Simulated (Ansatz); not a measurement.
Geometry optimisation, Ansatz 0.2.0, RKS B3LYP/6-31G*.

The input (input.yaml):

```yaml
crystal:
  periodic: [false, false, false]
  atoms:
    - { symbol: Al, position_ang: [-0.013271, 0.198947, 0.007672] }
    - { symbol: H, position_ang: [-0.082605, 0.278587, 1.564289] }
    - { symbol: F, position_ang: [1.435116, 0.251053, -0.783795] }
    - { symbol: F, position_ang: [-1.386835, 0.097027, -0.900038] }
    - { symbol: P, position_ang: [0.152605, -2.995805, 1.374103] }
    - { symbol: H, position_ang: [-0.637496, -2.911557, 0.187166] }
    - { symbol: H, position_ang: [1.389709, -2.904076, 0.674711] }
    - { symbol: H, position_ang: [0.090478, -1.592077, 1.631892] }
basis:
  gaussian: { orbitals: "6-31G*" }
hamiltonian:
  xc: b3lyp
relax:
  f_tol: 0.03
  max_steps: 50
```

Launched with:

```bash
$ ansatz run input.yaml --threads 1 --pin off --max-ram 2048MiB --backend cpu --events-out ev --progress --plain --runs-dir out
```

**Question.** Where does it end, and by what steps?

**Answer.** The forces met the threshold. The force dipped under the threshold on the way, but the program's further checks kept it going. After 15 steps the energy has fallen by 0.199 eV; H8 moved furthest, 0.84 Å.

| step | energy less start (eV) | largest force component (eV/Å) | accepted |
| --- | --- | --- | --- |
| 0 | 0.0000 | 0.540 | yes |
| 1 | -0.1033 | 0.234 | yes |
| 2 | -0.1266 | 0.422 | yes |
| 3 | -0.1320 | 0.433 | yes |
| 4 | -0.1412 | 0.888 | yes |
| 5 | -0.1826 | 0.154 | yes |
| 6 | -0.1868 | 0.257 | yes |
| 7 | -0.1883 | 0.303 | yes |
| 8 | -0.1936 | 0.044 | yes |
| 9 | -0.1950 | 0.033 | yes |
| 10 | -0.1951 | 0.148 | yes |
| 11 | -0.1981 | 0.016 | yes |
| 12 | -0.1982 | 0.147 | yes |
| 13 | -0.1989 | 0.054 | yes |
| 14 | -0.1992 | 0.003 | yes |
| 15 | -0.1990 | 0.028 | yes |

```xyz
8
Properties=species:S:1:pos:R:3
Al 0.038 0.125 -0.010
H -0.137 0.763 1.409
F 1.531 0.000 -0.708
F -1.275 -0.253 -0.941
P 0.244 -3.115 1.070
H -0.800 -2.528 0.297
H 1.274 -2.339 0.464
H 0.072 -2.232 2.175
```

Whether the end is a true minimum wasn't checked by a vibrational analysis.

Time of the run: 50 s on 1 thread of AMD EPYC 7R43 64-Core Processor (Zen 3) (shared host), peak memory 0.17 GiB.
